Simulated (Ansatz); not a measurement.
`F[Si]1(Cl)CO1` + H₂ → `F[SiH]1CO1` + HCl at 400 K and 1 bar (hydrogenolysis of the Si–Cl bond).

Gas-phase electronic energies from Ansatz, PBE0-D4/def2-TZVP geometries. CCSD(T)/CBS adds triple-zeta CCSD(T) − MP2 to the extrapolated MP2 energy (def2 sets, frozen cores). This one scheme is used for every species.

| species | CCSD(T)/CBS energy (Eh) | H − E (kJ/mol) | S (J/(mol·K)) |
| --- | --- | --- | --- |
| `F[Si]1(Cl)CO1` | -963.17906 | 120.4 | 343.7 |
| H₂ | -1.17544 | 38.0 | 139.0 |
| `F[SiH]1CO1` | -503.94479 | 132.9 | 308.3 |
| HCl | -460.38127 | 29.6 | 195.4 |

H − E and S are ideal-gas, rigid-rotor, harmonic terms from PBE0-D4/def2-TZVP, for one conformer and one mirror image of each species. The MP2-based limit puts H₂ 0.8 mEh under its directly extrapolated value; such offsets cancel only in part. 1 Eh = 2625.50 kJ/mol, R = 8.31446 J/(mol·K).

**Question.** By hand: ΔE, ΔH, ΔS and ΔG.

**Answer.** ΔE = (-503.94479) + (-460.38127) − (-963.17906) − (-1.17544) = 0.02844 Eh = 74.7 kJ/mol. Δ(H − E) = 132.9 + 29.6 − 120.4 − 38.0 = 4.1, so ΔH = 78.8 kJ/mol. ΔS = 308.3 + 195.4 − 343.7 − 139.0 = 21.0 J/(mol·K). ΔG = 78.8 − 400 × (21.0)/1000 = 70.4 kJ/mol.

**Question.** By hand: the equilibrium constant, and the temperature at which ΔG would vanish if ΔH and ΔS stayed fixed.

**Answer.** log₁₀ K = −ΔG/(RT ln 10) = -9.2. ΔG = 0 at ΔH/ΔS = 3752 K, far beyond where these terms or the molecules hold.

ΔH outweighs TΔS. A doubt of 5 kJ/mol in ΔE shifts log₁₀ K by 0.7 here. Other conformers and mirror images would add mixing entropy, several J/(mol·K) or more a flexible species. These are equilibria of isolated gas molecules and say nothing of rates. Largest T1 diagnostic: 0.013 (customary marks: 0.02 for closed shells, 0.045 for open ones).
